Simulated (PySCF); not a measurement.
**Magnetic susceptibility: `InChI=1S/C5H10NP/c1-6(2)7(3)4-5-7/h4-5H,3H2,1-2H3`**

Molfile (atoms numbered from 1):
```
C5H10NP
     RDKit          3D

 17 17  0  0  0  0  0  0  0  0999 V2000
    1.6175    1.5726   -0.8006 C   0  0  0  0  0  0  0  0  0  0  0  0
    0.9212    0.2377    0.0009 P   0  0  0  0  0  5  0  0  0  0  0  0
   -0.7226    0.0860   -0.2885 N   0  0  0  0  0  0  0  0  0  0  0  0
   -1.3616   -1.2079   -0.2188 C   0  0  0  0  0  0  0  0  0  0  0  0
   -1.5928    1.1827    0.0841 C   0  0  0  0  0  0  0  0  0  0  0  0
    1.6984   -1.3695   -0.1251 C   0  0  0  0  0  0  0  0  0  0  0  0
    1.6031   -0.9824    1.1686 C   0  0  0  0  0  0  0  0  0  0  0  0
    2.6419    1.7024   -0.4624 H   0  0  0  0  0  0  0  0  0  0  0  0
    1.0363    2.4814   -0.6990 H   0  0  0  0  0  0  0  0  0  0  0  0
   -2.1785   -1.2404   -0.9438 H   0  0  0  0  0  0  0  0  0  0  0  0
   -0.6375   -1.9805   -0.4729 H   0  0  0  0  0  0  0  0  0  0  0  0
   -1.7723   -1.4176    0.7759 H   0  0  0  0  0  0  0  0  0  0  0  0
   -2.0392    1.0386    1.0752 H   0  0  0  0  0  0  0  0  0  0  0  0
   -2.3997    1.2696   -0.6480 H   0  0  0  0  0  0  0  0  0  0  0  0
   -1.0250    2.1108    0.0897 H   0  0  0  0  0  0  0  0  0  0  0  0
    2.2122   -2.1505   -0.6589 H   0  0  0  0  0  0  0  0  0  0  0  0
    1.9917   -1.3211    2.1139 H   0  0  0  0  0  0  0  0  0  0  0  0
  1  2  2  0
  2  3  1  0
  3  4  1  0
  3  5  1  0
  2  6  1  0
  6  7  2  0
  7  2  1  0
  1  8  1  0
  1  9  1  0
  4 10  1  0
  4 11  1  0
  4 12  1  0
  5 13  1  0
  5 14  1  0
  5 15  1  0
  6 16  1  0
  7 17  1  0
M  END
```

Computed with GIAO CAM-B3LYP/pcSseg-1 magnetisability, rotational g tensor and spin-rotation constants, non-relativistic, gas phase in PySCF 2.14.0. Geometry: GFN2-xTB.

**Question.** What are the magnetisability and the molar susceptibility?

**Answer.** Isotropic -1216 × 10⁻³⁰ J/T², or -73.3 × 10⁻⁶ cm³/mol; principal values -1377, -1163, -1110 × 10⁻³⁰ J/T², anisotropy 246 × 10⁻³⁰ J/T² (root of half the summed squared differences of the principal values). The susceptibility is in cgs units.

**Question.** Split it along the inertial axes a, b, c into diamagnetic and paramagnetic parts about the centre of mass, with the quadrupole moment.

**Answer.** 
```
axis  χ (10⁻⁶ cm³/mol)  diamagnetic (10⁻⁶ cm³/mol)  paramagnetic (10⁻⁶ cm³/mol)  summed x² of all electrons (Å²)  quadrupole Θ (D Å)
   a             -75.6                      -518.2                        442.6                            133.9               +6.79
   b             -77.2                      -695.3                        618.1                             92.2               -2.80
   c             -67.0                      -959.4                        892.4                             29.9               -3.99
```
Anisotropies 2χaa − χbb − χcc = -6.9 and 2χbb − χaa − χcc = -11.7 × 10⁻⁶ cm³/mol. Θ is traceless in Buckingham's convention.

**Question.** And the rotational g tensor?

**Answer.** 
| axis | rotational constant (GHz) | g | nuclear part | electronic part |
| --- | --- | --- | --- | --- |
| a | 3.1357 | -0.0285 | 0.6235 | -0.6521 |
| b | 2.1211 | -0.0121 | 0.6038 | -0.6159 |
| c | 1.4751 | -0.0149 | 0.6035 | -0.6184 |

Asymmetric top; isotopes 12C, 1H, 14N, 31P; no vibrational averaging.
